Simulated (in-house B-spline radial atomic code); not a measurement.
Values are calculated unless marked as measured or tabulated.
Stopping and range of 5 keV Se in InSb

The pair potential comes from two frozen, spherical free-atom densities (PBE, B-spline radial code, scalar-relativistic past argon): electrostatics plus the change in Thomas-Fermi kinetic and Dirac exchange energy where they overlap, the recipe behind the universal ZBL potential, which averages such potentials (from solid-state densities) over many pairs. It is written V = (Z1 Z2 e²/r) φ(r/a), with e² = 14.3996 eV·Å and a = 0.46850 Å/(Z1^0.23 + Z2^0.23); ZBL's fit is φ = 0.18175 e^(−3.1998x) + 0.50986 e^(−0.94229x) + 0.28022 e^(−0.4029x) + 0.02817 e^(−0.20162x). Where φ falls below 4e-4 it is continued as an exponential.

The target is taken as amorphous, with density 5.77 g/cm³ (NSM archive of the Ioffe Institute); channelling is ignored. Masses: Se 78.97, In 114.82, Sb 121.76 u. Nuclear stopping is S_n = 4π a Z1 Z2 e² M1/(M1 + M2) × s_n(ε), with s_n integrated over impact parameters for each pair. Electronic stopping is Lindhard and Scharff's S_e = Z1^(1/6) 8π e² a0 Z1 Z2/(Z1^(2/3) + Z2^(2/3))^(3/2) × v/v0, with a0 = 0.529177 Å and v = v0 at 24.801 keV/u; it misses the oscillations with Z1 seen in experiment, which reach tens of per cent. Compounds add by atom fraction.

| target atom | a (Å) | ε at this energy | s_n, this pair | s_n, ZBL potential |
| --- | --- | --- | --- | --- |
| In | 0.09972 | 0.01231 | 0.1783 | 0.1774 |
| Sb | 0.09925 | 0.01206 | 0.177 | 0.176 |

What are the atom density and the stopping powers at entry?

N = 5.77 × 0.602214/118.29 = 0.02938 atoms/Å³. For In: S_n = 12250 × 0.1783 = 2185 eV·Å², S_e = 3.5151 × √5000 = 248.6 eV·Å². For Sb: S_n = 12250 × 0.177 = 2169 eV·Å², S_e = 3.5770 × √5000 = 252.9 eV·Å². Averaged over the target's atoms (half each) and times N × 10 Å/nm, the ion loses N S_n = 639 eV/nm to recoils and N S_e = 73.7 eV/nm to electrons; the nuclear share is 90 %.

Along the track:

```
E (keV)  N S_n (eV/nm)  N S_e (eV/nm)
   0.25            154           16.5
   0.75            275           28.5
    1.5            386           40.3
    2.5            484           52.1
   3.75            572           63.8
      5            639           73.7
```

Estimate the path length and the projected range.

With continuous slowing down the path is the integral of dE/(N (S_n + S_e)). Trapezoids over the table give 10.5 nm, and the stretch below the first row, with stopping taken as √E, adds 2E/(N S) = 2.9 nm: 13.5 nm in all, against 13 nm on a fine grid from 5 eV. Deflections shorten the depth: to first order in the energy passed on, N (S_n + S_e) dR_p/dE = 1 − N S_n (M2/M1) R_p/(2E), summed over the target's atoms, and integrating this on the fine grid gives R_p = 5.67 nm, 0.43 of the path. Lindhard's rule of thumb R/(1 + M2/3M1), with mean M2/M1 = 1.50, gives 8.7 nm. On the ZBL potential the same equation gives 5.7 nm, and the full integral equation, which keeps hard collisions, 5.79 nm.
